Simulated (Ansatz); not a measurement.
CH$_{3}$NSn, relaxed with RKS PBE-D4/def2-SVP in Ansatz from a rough embedded geometry. The force threshold is 0.03 eV/Å; the program also tests the step.

Total charge 0; spin multiplicity 1. Sn takes the def2 core potential. The bonds changed during the relaxation, so this is another structure than the one it started from.

Start:

```xyz
6

C    -0.027    0.927   -0.847
N     1.214    0.284   -0.498
Sn   -0.208   -0.544    0.544
H    -0.568    1.628   -1.414
H    -0.427   -2.188   -0.023
H     0.017   -0.107    2.238
```

```json
{"step": "1", "energy (eV)": "-8397.6158", "largest force (eV/Å)": "6.945", "largest move (Å)": "0.000"}
{"step": "2", "energy (eV)": "-8398.9599", "largest force (eV/Å)": "3.580", "largest move (Å)": "0.198"}
{"step": "3", "energy (eV)": "-8399.3678", "largest force (eV/Å)": "2.688", "largest move (Å)": "0.200"}
{"step": "4", "energy (eV)": "-8399.6665", "largest force (eV/Å)": "2.465", "largest move (Å)": "0.195"}
{"step": "5", "energy (eV)": "-8399.7954", "largest force (eV/Å)": "1.139", "largest move (Å)": "0.195"}
{"step": "6", "energy (eV)": "-8399.8454", "largest force (eV/Å)": "1.231", "largest move (Å)": "0.068"}
{"step": "7", "energy (eV)": "-8399.8967", "largest force (eV/Å)": "0.381", "largest move (Å)": "0.082"}
{"step": "8", "energy (eV)": "-8399.9102", "largest force (eV/Å)": "0.224", "largest move (Å)": "0.052"}
{"step": "9", "energy (eV)": "-8399.9209", "largest force (eV/Å)": "0.136", "largest move (Å)": "0.072"}
{"step": "10", "energy (eV)": "-8399.9222", "largest force (eV/Å)": "0.295", "largest move (Å)": "0.034"}
{"step": "11 (rejected)", "energy (eV)": "-8399.9212", "largest force (eV/Å)": "0.153", "largest move (Å)": "0.029"}
{"step": "12", "energy (eV)": "-8399.9241", "largest force (eV/Å)": "0.011", "largest move (Å)": "0.011"}
```

End:

```xyz
6

C     0.175    0.972   -0.935
N     1.191    0.432   -0.627
Sn   -0.885   -0.585    0.717
H    -0.463    1.680   -1.473
H    -0.198   -2.137    0.199
H     0.180   -0.361    2.119
```

Run time 13 s (2 threads of an Arm Neoverse V1 on a shared host); peak host memory 0.13 GiB.
